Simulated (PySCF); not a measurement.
NICS in isomers of C8H13OP.

Definitions: NICS(0) = −σiso at the ring centroid; NICS(1) = −σiso and NICS(1)zz = −σzz at ±1 Å along the ring normal z. Level: GIAO PBE0/pcSseg-1 (PySCF, non-relativistic, gas phase) on the GFN2-xTB geometries, one conformer each. Atom numbers follow the mapped SMILES.

Question: Order these rings by mean NICS(1)zz, lowest (most negative) first (ppm).
A. ring C3–C4–O5–C6–P10 in `[CH3:1][CH2:2][c:3]1[cH:4][o:5][c:6]([CH:7]([CH3:8])[CH3:9])[p:10]1`
B. ring P4–C6–C7–C8–C9–C10 in `[CH3:1][CH:2]([CH3:3])[P:4]1(=[O:5])[CH:6]=[CH:7][CH2:8][CH:9]=[CH:10]1`
C. ring P3–C5–C6–C7–C10 in `[CH3:1][CH:2]=[P@:3]1([CH3:4])[CH:5]=[CH:6][C:7]([O:8][CH3:9])=[CH:10]1`
D. ring P4–C5–C6–C7–C9–C10 in `[CH2:1]=[C:2]([CH3:3])[P:4]1[CH2:5][CH2:6][C:7](=[O:8])[CH2:9][CH2:10]1`
E. ring C3–C4–C5–P8–C9 in `[CH3:1][CH2:2][c:3]1[cH:4][c:5]([O:6][CH3:7])[pH:8][c:9]1[CH3:10]`
F. ring C6–C7–C8–C9–C10 in `[CH3:1][C:2]1=[CH:3][P@@:4]1(=[O:5])[CH:6]1[CH2:7][CH2:8][CH2:9][CH2:10]1`

Answer: A (-22.7), E (-8.4), F (-5.2), B (-2.6), C (-1.3), D (4.1).

```json
{"SMILES": "CCc1coc(C(C)C)p1", "ring": "5-membered ring with O and P; formal bonds all aromatic", "NICS(0)": "-10.6", "NICS(1)": "-10.2", "NICS(1)zz": "-22.7", "HOMA": "0.41", "rms pucker (Å)": "0.00", "ring atoms with four or more neighbours": "0"}
{"SMILES": "CCc1cc(OC)[pH]c1C", "ring": "5-membered ring with P; bonds drawn aromatic by RDKit's count", "NICS(0)": "-4.8", "NICS(1)": "-5.3", "NICS(1)zz": "-8.4", "HOMA": "0.00", "rms pucker (Å)": "0.04", "ring atoms with four or more neighbours": "0"}
{"SMILES": "CC1=C[P@@]1(=O)C1CCCC1", "ring": "5-membered carbocycle; formal bonds all single", "NICS(0)": "-5.8", "NICS(1)": "-4.1", "NICS(1)zz": "-5.2", "HOMA": "–", "rms pucker (Å)": "0.18", "ring atoms with four or more neighbours": "5"}
{"SMILES": "CC(C)P1(=O)C=CCC=C1", "ring": "6-membered ring with P; formal bonds 2 double, 4 single", "NICS(0)": "-1.1", "NICS(1)": "-2.9", "NICS(1)zz": "-2.6", "HOMA": "–", "rms pucker (Å)": "0.18", "ring atoms with four or more neighbours": "2"}
{"SMILES": "CC=[P@]1(C)C=CC(OC)=C1", "ring": "5-membered ring with P; formal bonds 2 double, 3 single", "NICS(0)": "-2.2", "NICS(1)": "-3.0", "NICS(1)zz": "-1.3", "HOMA": "–", "rms pucker (Å)": "0.04", "ring atoms with four or more neighbours": "1"}
{"SMILES": "C=C(C)P1CCC(=O)CC1", "ring": "6-membered ring with P; formal bonds all single", "NICS(0)": "-1.6", "NICS(1)": "-2.0", "NICS(1)zz": "4.1", "HOMA": "–", "rms pucker (Å)": "0.29", "ring atoms with four or more neighbours": "4"}
```

NICS(0) gives another order. The isotropic NICS(1) gives another order. HOMA uses Krygowski's 1993 parameters; it is left out where a ring has a four-coordinate atom, a triple bond, no multiple bond or a kind of bond without parameters. NICS(1) and NICS(1)zz are means over the two faces.
